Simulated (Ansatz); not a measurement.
Coupled-cluster diagnostics for the cluster Tl4Cl3⁺ (the lowest singlet isomer of a short search), Ansatz.

Geometry of the singlet (PBE-D4/def2-SVP):

```tsv
atom	x (Å)	y (Å)	z (Å)
Tl1	0.3258	-0.7808	-2.0847
Tl2	-1.1144	-2.3339	1.7078
Tl3	-2.0338	2.3362	-0.2003
Tl4	2.7434	0.9667	1.0725
Cl5	0.7698	1.9523	-0.8003
Cl6	-2.1543	-0.5515	-0.3208
Cl7	1.4634	-1.5890	0.6258
```

In the def2 sets Tl takes a core potential; there is no spin–orbit coupling. Correlated methods freeze 31 core orbitals; core or outer-core shells of Tl are correlated, in sets that lack core-valence functions. The structure comes from a short search, and lower isomers may exist.

Question: Estimate the CCSD(T) correlation energy, the shares of MP2 and (T), T1 and the reference's ⟨S²⟩ for: charge 1, singlet, own geometry in def2-SVP; and the rough time on 4 threads of Intel Xeon on a shared host.

Answer: 
| state | basis | correlation (eV) | MP2 share (%) | (T) share (%) | T1 | ⟨S²⟩ (pure) | wall time |
| --- | --- | --- | --- | --- | --- | --- | --- |
| charge 1, singlet, own geometry | def2-SVP | -20.421 | 87.1 | 2.8 | 0.010 | 0.00 (0.00) | 51 s |
Customary marks for T1 are 0.02 (closed shells), 0.045 (open shells) and about 0.05 (3d metals). T1 stays under 0.02 throughout.
